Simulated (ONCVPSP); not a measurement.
# Which change was made? (Dy, ONCV)

```
Element                 : dysprosium (Dy)
Generator               : ONCVPSP 4.0.1
Type                    : optimised norm-conserving Vanderbilt (ONCV)
Functional              : PBE
Relativity              : scalar-relativistic
Frozen core             : [Kr] 4d10 4f9
Valence charge          : 11
Reference configuration : 5s2 5p6 5d1 6s1 (charge +1)
Partial waves           : 5s+6s: rc 2.00 bohr, ncon 3, nbas 8, qcut 6.2 1/bohr, 2 projectors; 5p: rc 1.90 bohr, ncon 5, nbas 8, qcut 6.4 1/bohr, 2 projectors, debl 2.2 Ha; 5d: rc 1.90 bohr, ncon 3, nbas 7, qcut 4.6 1/bohr, local
Local potential         : the d channel
Core correction         : polynomial model core, fcfact 0.7
```

Cutoffs, loose and tight: the cutoffs (Ha) at which the residual kinetic energy of the hardest occupied pseudo-wave falls to 1 and 0.1 mHa per electron. They do not see the model core or the augmentation charge, which bear on the density cutoff. Test errors are all-electron minus pseudo excitation energies from the reference, over the configurations 5s2 5p6 5d1 6s2; 5s2 5p6 5d1 6s0; 5s2 5p6 5d0 6s0; 5s2 5p6 5d1 6s1.5; variants that change the core or the reference have their own tests.

The base gives: outcome: generated; cutoff, loose: 17 Ha; cutoff, tight: 29 Ha; bound ghosts: none; GHOST(+) flags above zero: none; largest test error (meV): -111.

Q: After one change the result is: outcome: generated; cutoff, loose: 37 Ha; cutoff, tight: 51 Ha; bound ghosts: none; GHOST(+) flags above zero: none; largest test error (meV): -109. Which change was it?
A. s: qcut 8.5; p: qcut 8.8; d: qcut 6.3
B. s: qcut 4.5; p: qcut 4.7; d: qcut 3.4
C. s: qcut 8; p: qcut 8.3; d: qcut 6

A: B. The others give: s: qcut 8.5; p: qcut 8.8; d: qcut 6.3 → outcome: failed: ERROR pspot: first pseudo wave function has node, program will stop | s: qcut 8; p: qcut 8.3; d: qcut 6 → outcome: generated; cutoff, loose: 23 Ha; cutoff, tight: 28 Ha; bound ghosts: none; GHOST(+) flags above zero: none; largest test error (meV): -112.
